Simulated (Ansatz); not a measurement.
Program: Ansatz 0.2.0.

Basis-set series for FH₃NOSc (`[NH2][Sc]([OH])[F]`). Charge 0, multiplicity 1. All single points use the PBE0-D4/def2-TZVP geometry. It is one conformer, not always the lowest.

```xyz
7

N     0.318   -0.222    1.400
Sc    0.298    0.306   -0.506
O    -1.185   -0.220   -1.511
F     1.750    1.279   -1.139
H     1.046   -0.015    2.072
H    -0.399   -0.750    1.881
H    -1.827   -0.377   -2.197
```

| functional | basis | functions | energy (Eh) | HOMO (eV) | LUMO (eV) |
| --- | --- | --- | --- | --- | --- |
| PBE0-D4 | def2-SVP | 88 | -991.81113 | -6.76 | -1.26 |
| PBE0-D4 | def2-QZVPP | 354 | -992.23106 | -7.20 | -1.59 |
| ωB97M-V | def2-SVP | 88 | -992.11834 | -9.13 | 0.11 |
| ωB97M-V | def2-QZVPP | 354 | -992.54337 | -9.58 | -0.21 |

Problem. Give the rows for def2-TZVPP. (Best estimate.)

Solution. The calculation gave: 
| functional | basis | functions | energy (Eh) | HOMO (eV) | LUMO (eV) |
| --- | --- | --- | --- | --- | --- |
| PBE0-D4 | def2-TZVPP | 199 | -992.20339 | -7.18 | -1.58 |
| ωB97M-V | def2-TZVPP | 199 | -992.51758 | -9.56 | -0.13 |

Scalar relativity is left out up to krypton.
